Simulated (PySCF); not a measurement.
**Br⁺ (bromine, charge +1) across methods**

[Ar] 3d10 4s1 4p5, high-spin 3P determinant (an excited configuration). Calculation: PySCF 2.14, in x2c-QZVPPall; scalar relativity by spin-free X2C-1e. The B2PLYP total includes its PT2 part (frozen core); its orbital energies are those of the SCF part.

| method | E (hartree) | mean ε 4s α (eV) | mean ε 4p α (eV) | mean ε 4p β (eV) | Σ⟨r²⟩ (bohr²) | ⟨S²⟩ |
| --- | --- | --- | --- | --- | --- | --- |
| M06-2X | -2605.528 | -36.888 | -21.922 | -18.965 | 32.49 | 2.008 |
| revPBE | -2605.236 | -32.087 | -18.909 | -17.085 | 32.24 | 2.004 |
| PBE0 | -2605.092 | -34.795 | -20.540 | -18.153 | 32.25 | 2.004 |
| UHF | -2603.58468 | -42.001 | -24.588 | -19.870 | 32.78 | 2.016 |
| r2SCAN0 | -2605.337 | -35.608 | -20.944 | -18.228 | 32.22 | 2.008 |
| LDA | -2601.670 | -32.214 | -18.994 | -17.319 | 32.20 | 2.002 |
| B2PLYP | -2604.954 | -37.413 | -21.935 | -18.870 | 32.49 | 2.007 |
| r2SCAN | -2605.369 | -33.267 | -19.507 | -17.289 | 32.15 | 2.007 |
| PBE | -2605.052 | -32.106 | -18.920 | -17.143 | 32.25 | 2.003 |
